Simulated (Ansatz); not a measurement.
`CO[SiH2][Se]C`. Charge 0, multiplicity 1. The structure was optimised at the PBE0-D4/def2-TZVP level. It is one conformer, not always the lowest.

```xyz
13

C    -1.934    1.172    1.684
O    -1.572    0.371    0.582
Si   -0.018    0.103    0.144
Se   -0.120   -1.251   -1.661
C     1.825   -1.327   -1.891
H    -3.022    1.179    1.756
H    -1.526    0.772    2.620
H    -1.585    2.203    1.561
H     0.750   -0.541    1.249
H     0.677    1.381   -0.190
H     2.004   -1.963   -2.755
H     2.296   -1.768   -1.014
H     2.226   -0.333   -2.083
```

What is the dipole moment at r2SCAN/def2-TZVPP? (Best estimate.)

The calculation gave: 1.81 D, with components (1.26, 0.82, 1.02) D in this frame, pointing from negative to positive charge.

And with PBE, B3LYP, ωB97M-V? (Estimate.)

Ansatz gave: PBE 1.67 D, B3LYP 1.81 D, ωB97M-V 1.84 D.

Give the Mulliken charges with r2SCAN, ωB97M-V, PBE in def2-TZVPP. (Estimate.)

Ansatz gave: 
```
atom  r2SCAN  ωB97M-V    PBE
  C1    0.00    -0.19  -0.15
  O2   -0.38    -0.37  -0.30
 Si3    0.45     0.35   0.36
 Se4   -0.12    -0.09  -0.09
  C5   -0.25    -0.44  -0.37
  H6    0.07     0.13   0.11
  H7    0.06     0.12   0.10
  H8    0.06     0.12   0.10
  H9   -0.09    -0.04  -0.08
 H10   -0.09    -0.04  -0.08
 H11    0.10     0.15   0.13
 H12    0.10     0.15   0.14
 H13    0.10     0.15   0.14
```

B3LYP here is the variant with VWN-RPA as its local correlation; programs differ in this.
